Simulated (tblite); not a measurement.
Species: C2H12SSi4.
Atom-mapped SMILES: `[CH3:1][S:2][Si@@H:3]1[CH2:4][SiH2:5][SiH2:6][SiH2:7]1` (hydrogens: H8, H9, H10 on C1; H11 on Si3; H12, H13 on C4; H14, H15 on Si5; H16, H17 on Si6; H18, H19 on Si7)

Computed with GFN2-xTB (tblite), gas phase: L-BFGS steps from a force-field or distance-geometry start until the largest atomic force falls under 0.01 eV/Å.

At the end of the run (lengths in Å): Si5–Si6 2.326, Si6–Si7 2.335, Si3–Si7 2.334, C4–Si5 1.913, Si3–C4 1.906, C1–H8 1.086, C4–H13 1.089, C1–S2–Si3 98.2°, Si3–C4–Si5 114.9°, S2–Si3–C4 105.8°, C4–Si5–Si6 105.1°, C1–S2–Si3–C4 179°, S2–Si3–C4–Si5 -155°, Si3–C4–Si5–Si6 36°, H8–C1–S2–Si3 63°, H11–Si3–S2–C1 -66°.

**Question.** These geometries were met on the way; a selection of coordinates is given. Order them by energy above the end point, lowest first.
A. Si5–Si6 2.224, Si6–Si7 2.252, Si3–Si7 2.254, C4–Si5 1.852, Si3–C4 1.855, C1–H8 1.122, C4–H13 1.125, C1–S2–Si3 111.4°, Si3–C4–Si5 109.0°, S2–Si3–C4 110.8°, C4–Si5–Si6 108.1°, C1–S2–Si3–C4 -155°, S2–Si3–C4–Si5 -163°, Si3–C4–Si5–Si6 40°, H8–C1–S2–Si3 15°, H11–Si3–S2–C1 -37°
B. Si5–Si6 2.322, Si6–Si7 2.307, Si3–Si7 2.327, C4–Si5 1.930, Si3–C4 1.924, C1–H8 1.081, C4–H13 1.094, C1–S2–Si3 105.1°, Si3–C4–Si5 112.2°, S2–Si3–C4 108.5°, C4–Si5–Si6 105.9°, C1–S2–Si3–C4 -155°, S2–Si3–C4–Si5 -162°, Si3–C4–Si5–Si6 36°, H8–C1–S2–Si3 13°, H11–Si3–S2–C1 -40°
C. Si5–Si6 2.328, Si6–Si7 2.343, Si3–Si7 2.341, C4–Si5 1.917, Si3–C4 1.909, C1–H8 1.082, C4–H13 1.088, C1–S2–Si3 104.8°, Si3–C4–Si5 113.8°, S2–Si3–C4 107.7°, C4–Si5–Si6 106.0°, C1–S2–Si3–C4 -158°, S2–Si3–C4–Si5 -162°, Si3–C4–Si5–Si6 35°, H8–C1–S2–Si3 17°, H11–Si3–S2–C1 -43°
D. Si5–Si6 2.309, Si6–Si7 2.331, Si3–Si7 2.340, C4–Si5 1.912, Si3–C4 1.911, C1–H8 1.096, C4–H13 1.091, C1–S2–Si3 104.3°, Si3–C4–Si5 113.3°, S2–Si3–C4 108.1°, C4–Si5–Si6 106.5°, C1–S2–Si3–C4 -156°, S2–Si3–C4–Si5 -162°, Si3–C4–Si5–Si6 35°, H8–C1–S2–Si3 14°, H11–Si3–S2–C1 -42°
E. Si5–Si6 2.282, Si6–Si7 2.278, Si3–Si7 2.284, C4–Si5 1.908, Si3–C4 1.894, C1–H8 1.075, C4–H13 1.073, C1–S2–Si3 109.0°, Si3–C4–Si5 109.6°, S2–Si3–C4 109.5°, C4–Si5–Si6 107.1°, C1–S2–Si3–C4 -155°, S2–Si3–C4–Si5 -163°, Si3–C4–Si5–Si6 38°, H8–C1–S2–Si3 14°, H11–Si3–S2–C1 -38°

**Answer.** C (0.090 eV), D (0.152 eV), B (0.248 eV), E (0.415 eV), A (0.689 eV).

```csv
step,E above end (eV),"rms distance from the end, all atoms (Å)",largest force (eV/Å),rms shift of all bonds from the end (Å)
11,0.090,0.501,0.154,0.006
8,0.152,0.505,0.481,0.012
5,0.248,0.510,0.421,0.010
2,0.415,0.518,0.684,0.025
0,0.689,0.523,1.971,0.044
```

Rows stand in the order of the answer.
